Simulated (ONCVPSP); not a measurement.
**gallium: ONCV pseudisation with PBE, scalar-relativistic reference atom.**

ONCVPSP 4.0.1 input, shortened (lines: element, Z, core and valence counts, functional; n l f; lmax; l rc ep ncon nbas qcut; lloc lpopt rc5 dvloc0; l nproj debl; icmod fcfact rcfact), PBE, scalar-relativistic:

```
  Ga 31.00    3    4        4      upf
    1    0    2.00
    2    0    2.00
    2    1    6.00
    3    0    2.00
    3    1    6.00
    3    2   10.00
    4    0    1.00
    2
    0    1.05    0.00    5    8   14.10
    1    0.90    0.00    4    8   15.40
    2    1.00    0.00    3    8   18.30
    4    4    0.60    0.00
    0    2    4.00
    1    2    0.70
    2    3    1.40
    3    5.00    1.70
```

In the p channel the program set the typed energies aside and used -4.380, 0.250 Ha. In the d channel the program set the typed energies aside and used -1.446, 0.250, 1.650 Ha.

All-electron outer shells of the reference configuration (PBE, scalar-relativistic, ld1.x):

| shell | level (eV) | outermost node (bohr) | outermost maximum (bohr) |
| --- | --- | --- | --- |
| 2p | -1119.09 | – | 0.15 |
| 3s | -168.46 | 0.27 | 0.56 |
| 3p | -119.20 | 0.24 | 0.56 |
| 3d | -39.36 | – | 0.53 |
| 4s | -26.07 | 0.80 | 1.78 |

Calculated quality:

* Cutoffs needed: 115 Ha and 131 Ha (the cutoffs (Ha) at which the residual kinetic energy of the hardest occupied pseudo-wave falls to 1 and 0.1 mHa per electron)
* Ghost test: no bound ghost flagged; no localised positive-energy state flagged
* Largest excitation error: +25 meV (all-electron minus pseudo) for 3s2 3p6 3d9 4s2 4p1, out of 4 test configurations
* rms error of d²Exc/dni dnj: 1.87 mHa without and 2.51 mHa with the model core

Generation and tests took about 4.6 s on one core of a shared server CPU.
